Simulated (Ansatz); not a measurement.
Born–Oppenheimer molecular dynamics of H₁₃NSi₄ (18 atoms, charge 0, multiplicity 1). It starts at the highest image of a converged band. Of that band: The profile has 2 maxima (images 1, 4) with wells between them (image 2): this band takes more than one step, which may be the mechanism or a detour left from its start path. A structure lower than the first end lies on the path between it and the top, so the climb from that side starts below the end, which may itself be a saddle point or a shallow side well. A structure lower than the last end lies on the path between it and the top, so the climb from that side starts below the end, which may itself be a saddle point or a shallow side well. Neighbouring images differ by up to 1.9 eV, so the band resolves the path poorly. A vibrational analysis at the climbing image gives 2 clearly imaginary modes (1151i, 121i cm⁻¹): a point of higher order. A lower path may pass nearby, or the ends, which weren't checked, may share the extra mode.

Theory: Ansatz 0.2.0, RKS B3LYP-D4/6-31G*.

* ensemble: NVE (velocity Verlet)
* time step: 0.5 fs
* steps asked: 200
* starting velocities drawn for: 300 K
* seed: 9002

First frame:

```xyz
18
Properties=species:S:1:pos:R:3
Si 0.104 -0.431 -0.190
H -1.390 -0.511 1.290
Si 2.208 -0.332 -1.315
H 2.960 -1.626 -1.308
H 1.992 0.041 -2.743
H 3.123 0.695 -0.726
Si -0.777 1.724 -0.120
H -2.248 1.690 -0.311
H -0.451 2.300 1.216
H -0.180 2.632 -1.147
Si -1.119 -2.101 -1.290
H -2.007 -2.874 -0.387
H -1.938 -1.452 -2.351
H -0.189 -3.059 -1.958
N 0.786 -0.976 1.518
H 1.167 -1.923 1.585
H 1.433 -0.321 1.964
H -0.314 -0.869 1.852
```

(1) How far do the bonds stretch over the last three quarters of this one trajectory? (Pairs bonded in most of those frames.)

Answers

(1) 
| bond | mean (Å) | spread (Å) | shortest | longest |
| --- | --- | --- | --- | --- |
| Si1–H2 | 1.544 | 0.112 | 1.35 | 1.75 |
| Si1–Si3 | 2.429 | 0.094 | 2.28 | 2.55 |
| Si1–Si7 | 2.375 | 0.058 | 2.29 | 2.46 |
| Si1–Si11 | 2.356 | 0.036 | 2.30 | 2.42 |
| Si3–H4 | 1.495 | 0.010 | 1.47 | 1.51 |
| Si3–H5 | 1.499 | 0.039 | 1.44 | 1.56 |
| Si3–H6 | 1.497 | 0.023 | 1.45 | 1.54 |
| Si7–H8 | 1.493 | 0.016 | 1.47 | 1.52 |
| Si7–H9 | 1.497 | 0.037 | 1.44 | 1.55 |
| Si7–H10 | 1.497 | 0.007 | 1.48 | 1.51 |
| Si11–H12 | 1.500 | 0.008 | 1.48 | 1.52 |
| Si11–H13 | 1.498 | 0.032 | 1.45 | 1.55 |
| Si11–H14 | 1.503 | 0.055 | 1.42 | 1.58 |
| N15–H16 | 1.022 | 0.019 | 0.99 | 1.05 |
| N15–H17 | 1.022 | 0.013 | 1.00 | 1.04 |
| N15–H18 | 1.021 | 0.011 | 1.00 | 1.04 |

Pairs bonded in part of these frames only: Si1–N15 23 %.

Mean temperature of the second half: 734 K. The conserved energy stayed within 0.17 meV per atom of its start (net change 0.058 meV per atom), so the integration is sound. The kinetic energy rose, since the run started high on the potential surface and went downhill. It ends in pieces (H10Si4 + H3N), so much of that is their flight and rotation, not heat. A run of 0.1 ps of so small a system gives no equilibrium averages. The orbitals stay closed-shell, which can raise the energy where a bond breaks towards radicals; this wasn't checked here.

Time of the run: 9.4 min on 4 threads of Arm Neoverse V2, on a shared host, peak memory 0.32 GiB.
